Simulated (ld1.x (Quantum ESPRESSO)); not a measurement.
# Transferability test, PAW potential for Hg (Z = 80)

ld1.x (Quantum ESPRESSO) 7.5 input, shortened:

```
&input
   title='Hg', zed=80., rel=2, dft='PZ', iswitch=3,
   config='[Xe] 4f14 5d10 6s2 6p0', rel_dist='average'
 /
 &inputp
   pseudotype=3, lpaw=.true., tm=.true., lloc=-1, rcloc=1.10,
   nlcc=.false.,
   which_augfun='PSQ', rmatch_augfun=0.90
 /
6
6S  1  0   2.00   0.00  1.75  2.05  0.0
6S  1  0   0.00   0.40  1.75  2.05  0.0
6P  2  1   0.00   0.00  2.40  2.80  0.0
6P  2  1   0.00   2.05  2.40  2.80  0.0
5D  3  2  10.00   0.00  1.10  1.40  0.0
5D  3  2   0.00  -0.40  1.10  1.40  0.0
 &test
   configts(1)='5d10 6s2 6p0'
 /
```

Open shells are filled in proportion to 2j + 1 (rel_dist='average').

Energies are relative to the spin-unpolarised reference configuration 5d10 6s2 6p0; without spin polarisation the order of configurations can differ from experiment.

Problem. Give the all-electron excitation energy and the error of the potential for: 5d10 6s1 6p0; 5d10 6s0 6p0; 5d9 6s0 6p0; 5d10 6s1.5 6p0; 5d9 6s2 6p1; 5d10 6s0 6p2; 5d10 6s0 6p1.

Solution.

```json
{"valence configuration": "5d10 6s1 6p0", "charge": "+1", "ΔE all-electron (eV)": "11.059", "error AE − PS (meV)": "+1.4"}
{"valence configuration": "5d10 6s0 6p0", "charge": "+2", "ΔE all-electron (eV)": "30.462", "error AE − PS (meV)": "+8.7"}
{"valence configuration": "5d9 6s0 6p0", "charge": "+3", "ΔE all-electron (eV)": "66.280", "error AE − PS (meV)": "-82"}
{"valence configuration": "5d10 6s1.5 6p0", "charge": "+0.5", "ΔE all-electron (eV)": "4.532", "error AE − PS (meV)": "+0.2"}
{"valence configuration": "5d9 6s2 6p1", "charge": "0", "ΔE all-electron (eV)": "10.283", "error AE − PS (meV)": "-35"}
{"valence configuration": "5d10 6s0 6p2", "charge": "0", "ΔE all-electron (eV)": "12.626", "error AE − PS (meV)": "+1.8"}
{"valence configuration": "5d10 6s0 6p1", "charge": "+1", "ΔE all-electron (eV)": "18.491", "error AE − PS (meV)": "+3.6"}
```

Levels in the configuration 5d10 6s0 6p2:

| level | all-electron (eV) | pseudo (eV) |
| --- | --- | --- |
| 5d j=3/2 | -15.039 | -15.047 |
| 5d j=5/2 | -13.143 | -13.149 |
| 6p j=1/2 | -3.810 | -3.808 |
| 6p j=3/2 | -2.791 | -2.791 |

These tests converged, but a pseudo level misses the all-electron one widely, so the file describes the atom poorly there or has found another state: 5d9 6s0 6p0: empty 6s by 7.6 eV (a node warning on the way).

The ghost test of this file was not conclusive.
